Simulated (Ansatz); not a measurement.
H2BO3 (SMILES [O]B(O)O), doublet, geometry from GFN2-xTB. Base run: Ansatz (a first-principles code) with B3LYP/def2-SVP.

Geometry (Å):
```xyz
6

O      1.3479    -0.4986     0.0092
B      0.1262    -0.0467     0.0009
O     -0.9465    -0.9156    -0.0015
O     -0.1228     1.3111    -0.0059
H     -1.8132    -0.5062    -0.0077
H     -1.0473     1.5642    -0.0119
```
Charge 0, spin multiplicity 2.
Orbitals are unrestricted.
All else is at Ansatz's defaults.

Each row names what was changed in the base input (with any setting that the change needs).

```tsv
change	E (Eh)	SCF-reference <S^2>
base	-251.59763	0.752
functional = b3lyp5	-251.48181	0.752
functional = pbe; dispersion = d3bjatm	-251.31623	0.752
functional = pbe	-251.31361	0.752
functional = SVWN5	-249.70155	0.752
functional = blyp	-251.54463	0.752
functional = PBE0-DH	-251.29849	0.753
functional = B2PLYP	-251.37580	0.753
functional = hf	-250.34816	0.755
functional = pbe0	-251.32353	0.752
functional = cam_b3lyp	-251.51016	0.752
functional = B2GP-PLYP	-251.31632	0.754
functional = wB97M-V	-251.51963	0.752
```

Total energies compare only within one method and basis.
